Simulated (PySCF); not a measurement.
CoI2(PH3)2 (doublet state).
Bonds: Co1–I2, Co1–I3, Co1–P4, Co1–P8. Hydrogens: H5, H6, H7 on P4; H9, H10, H11 on P8.

Method: PySCF 2.14.0, PBE0-D3(BJ)/def2-SVP geometry optimisation, gas phase, def2 core potentials past Kr; unrestricted, density fitting, grid level 1; the optimiser is geomeTRIC in internal coordinates, started from a GFN2-xTB structure with every atom displaced at random (about 0.03 Å).

Step 4: E = -72483.6168 eV
```
atom  x, y, z in Å  |  force x, y, z in eV/Å
Co1     0.7739    0.0016    0.5819   -0.113  -0.035  -0.016
I2     -0.1084   -0.0229    2.9360   -0.012   0.025  -0.035
I3      2.6545   -0.0684   -1.0973   -0.023   0.023  -0.009
P4     -0.2028    1.9446   -0.1803    0.173  -0.147   0.060
H5     -0.3225    2.1796   -1.5727   -0.036   0.042  -0.007
H6      0.4810    3.1315    0.1827   -0.040   0.036  -0.001
H7     -1.5102    2.2904    0.2428   -0.013   0.058  -0.017
P8     -0.2267   -1.9417   -0.1281    0.140   0.135   0.009
H9     -1.5350   -2.2623    0.3115   -0.013  -0.061  -0.007
H10     0.4526   -3.1197    0.2674   -0.039  -0.043   0.007
H11    -0.3584   -2.2183   -1.5132   -0.024  -0.034   0.016
```

Step 5: E = -72483.6262 eV
```
atom  x, y, z in Å  |  force x, y, z in eV/Å
Co1     0.7088    0.0052    0.5479   -0.140  -0.095  -0.063
I2     -0.1803    0.0191    2.8962   -0.022   0.014  -0.014
I3      2.5635   -0.0543   -1.1613    0.012   0.019  -0.024
P4     -0.2002    1.9877   -0.1781    0.076  -0.076   0.059
H5     -0.3070    2.2941   -1.5580    0.000   0.016  -0.006
H6      0.5532    3.1116    0.2386   -0.001   0.062  -0.012
H7     -1.4810    2.4136    0.2579   -0.001  -0.005  -0.001
P8     -0.2236   -2.0019   -0.1328    0.087   0.140   0.123
H9     -1.5138   -2.3919    0.3101    0.006  -0.011  -0.005
H10     0.5102   -3.1284    0.3134   -0.011  -0.037  -0.008
H11    -0.3319   -2.3402   -1.5031   -0.007  -0.028  -0.049
```

Q: Estimate the geometry and energy of step 6. (The exact step hangs on the optimiser's Hessian estimate; all steps are aligned on step 5, rigid shifts and turns removed.)

A: E = -72483.6302 eV, largest force 0.156 eV/Å
```
atom  x, y, z in Å  |  force x, y, z in eV/Å
Co1     0.6696    0.0037    0.5220   -0.093  -0.103  -0.071
I2     -0.2318    0.0381    2.8634   -0.031   0.007   0.002
I3      2.5139   -0.0396   -1.2024    0.013   0.008  -0.020
P4     -0.1923    2.0107   -0.1749    0.023   0.017   0.044
H5     -0.2929    2.3577   -1.5462    0.012  -0.010  -0.004
H6      0.5883    3.1075    0.2662    0.012   0.032  -0.011
H7     -1.4591    2.4692    0.2711   -0.001  -0.033   0.003
P8     -0.2192   -2.0333   -0.1310    0.048   0.079   0.110
H9     -1.4977   -2.4562    0.3177    0.006   0.021  -0.002
H10     0.5377   -3.1358    0.3382    0.006  -0.011  -0.009
H11    -0.3186   -2.4075   -1.4932    0.005  -0.007  -0.043
```

The energy changes by -0.0040 eV. The first-order estimate −F·Δx gives -0.0069 eV and the mean of the old and new forces, exact on a quadratic surface, -0.0048 eV. The step makes an angle of 83° with the force vector and moves no atom by more than 0.069 Å.

The cost below is that of the whole optimisation. Time: 17 min of wall time; peak memory 0.76 GiB. Hardware: one thread of an Arm Neoverse V2, no GPU, shared host with 192 logical CPUs at a one-minute load of 40.
